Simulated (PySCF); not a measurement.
Isomers of C7H8NO (doublet state), one GFN2-xTB conformer each. Single-point energies are computed at B3LYP/pcH-1 (PySCF, gas phase, no added dispersion term), electronic only. GFN2-xTB treats the open shell by occupation alone, and not every SCF solution was tested for stability.

```csv
SMILES,GFN2-xTB relative energy (kcal/mol)
C#CC(=O)NC/[C]=C\C,82.3
[CH2]n1cccc1C(C)=O,3.8
CC(=O)N[C]1C=CC=C1,0.0
C=CCN[CH]C#CC=O,64.9
C=[C]C(=O)NCC#CC,70.8
O=C[N][C@@]12[C@H]3C[C@@H]1[C@@H]2C3,32.4
C#C[C]1CC(NC=O)C1,50.2
C=C[CH]NCC#CC=O,70.6
[H]/[C]=C\CNCC#CC=O,113.0
```

Conformers: `[CH:1]#[C:2][C:3](=[O:4])[NH:5][CH2:6]/[C:7]=[CH:8]\[CH3:9]` (doublet state) with C2–C3–N5–C6 -175°, C3–N5–C6–C7 122°, N5–C6–C7–C8 48°; `[CH2:1][n:2]1[cH:3][cH:4][cH:5][c:6]1[C:7]([CH3:8])=[O:9]` (doublet state) with H–C1–N2–C3 0° and 180°, C5–C6–C7–C8 0°; `[CH3:1][C:2](=[O:3])[NH:4][C:5]1[CH:6]=[CH:7][CH:8]=[CH:9]1` (doublet state) with C1–C2–N4–C5 180°, C2–N4–C5–C6 180°; `[CH2:1]=[CH:2][CH2:3][NH:4][CH:5][C:6]#[C:7][CH:8]=[O:9]` (doublet state) with C1–C2–C3–N4 125°, C2–C3–N4–C5 90°, C3–N4–C5–C6 -164°; `[CH2:1]=[C:2][C:3](=[O:4])[NH:5][CH2:6][C:7]#[C:8][CH3:9]` (doublet state) with C1–C2–C3–O4 72°, C2–C3–N5–C6 170°, C3–N5–C6–C7 -111°; `[O:1]=[CH:2][N:3][C@@:4]12[C@H:5]3[CH2:6][C@@H:7]1[C@@H:8]2[CH2:9]3` (doublet state) with O1–C2–N3–C4 -18°, C2–N3–C4–C5 169°; `[CH:1]#[C:2][C:3]1[CH2:4][CH:5]([NH:6][CH:7]=[O:8])[CH2:9]1` (doublet state) with C4–C5–N6–C7 128°, C5–N6–C7–O8 0°; `[CH2:1]=[CH:2][CH:3][NH:4][CH2:5][C:6]#[C:7][CH:8]=[O:9]` (doublet state) with C1–C2–C3–N4 -175°, C2–C3–N4–C5 -157°, C3–N4–C5–C6 88°; `[H]/[C:1]=[CH:2]\[CH2:3][NH:4][CH2:5][C:6]#[C:7][CH:8]=[O:9]` (doublet state) with C1–C2–C3–N4 -129°, C2–C3–N4–C5 -178°, C3–N4–C5–C6 -177°.

Q: What does B3LYP/pcH-1 give for the same structures?

A: 
```json
{"SMILES": "CC(=O)N[C]1C=CC=C1", "B3LYP/pcH-1 E (Eh)": "-401.52397", "B3LYP/pcH-1 (kcal/mol)": "0.0", "GFN2-xTB (kcal/mol)": "0.0", "point group": "Cs"}
{"SMILES": "[CH2]n1cccc1C(C)=O", "B3LYP/pcH-1 E (Eh)": "-401.50439", "B3LYP/pcH-1 (kcal/mol)": "12.3", "GFN2-xTB (kcal/mol)": "3.8", "point group": "Cs"}
{"SMILES": "C#C[C]1CC(NC=O)C1", "B3LYP/pcH-1 E (Eh)": "-401.43712", "B3LYP/pcH-1 (kcal/mol)": "54.5", "GFN2-xTB (kcal/mol)": "50.2", "point group": "Cs"}
{"SMILES": "C=CCN[CH]C#CC=O", "B3LYP/pcH-1 E (Eh)": "-401.43293", "B3LYP/pcH-1 (kcal/mol)": "57.1", "GFN2-xTB (kcal/mol)": "64.9", "point group": "C1"}
{"SMILES": "C=C[CH]NCC#CC=O", "B3LYP/pcH-1 E (Eh)": "-401.41948", "B3LYP/pcH-1 (kcal/mol)": "65.6", "GFN2-xTB (kcal/mol)": "70.6", "point group": "C1"}
{"SMILES": "C=[C]C(=O)NCC#CC", "B3LYP/pcH-1 E (Eh)": "-401.41745", "B3LYP/pcH-1 (kcal/mol)": "66.8", "GFN2-xTB (kcal/mol)": "70.8", "point group": "C1"}
{"SMILES": "O=C[N][C@@]12[C@H]3C[C@@H]1[C@@H]2C3", "B3LYP/pcH-1 E (Eh)": "-401.41395", "B3LYP/pcH-1 (kcal/mol)": "69.0", "GFN2-xTB (kcal/mol)": "32.4", "point group": "C1"}
{"SMILES": "C#CC(=O)NC/[C]=C\\C", "B3LYP/pcH-1 E (Eh)": "-401.40457", "B3LYP/pcH-1 (kcal/mol)": "74.9", "GFN2-xTB (kcal/mol)": "82.3", "point group": "C1"}
{"SMILES": "[H]/[C]=C\\CNCC#CC=O", "B3LYP/pcH-1 E (Eh)": "-401.36211", "B3LYP/pcH-1 (kcal/mol)": "101.6", "GFN2-xTB (kcal/mol)": "113.0", "point group": "C1"}
```

Both levels put the same isomer lowest; measured from each level's own lowest isomer, the values differ by up to 36.6 kcal/mol (O=C[N][C@@]12[C@H]3C[C@@H]1[C@@H]2C3: 32.4 against 69.0). Neighbours under 5.0 kcal/mol apart (C#C[C]1CC(NC=O)C1 and C=CCN[CH]C#CC=O; C=C[CH]NCC#CC=O and C=[C]C(=O)NCC#CC; C=[C]C(=O)NCC#CC and O=C[N][C@@]12[C@H]3C[C@@H]1[C@@H]2C3) can change places with a better method, another conformer or zero-point energy.
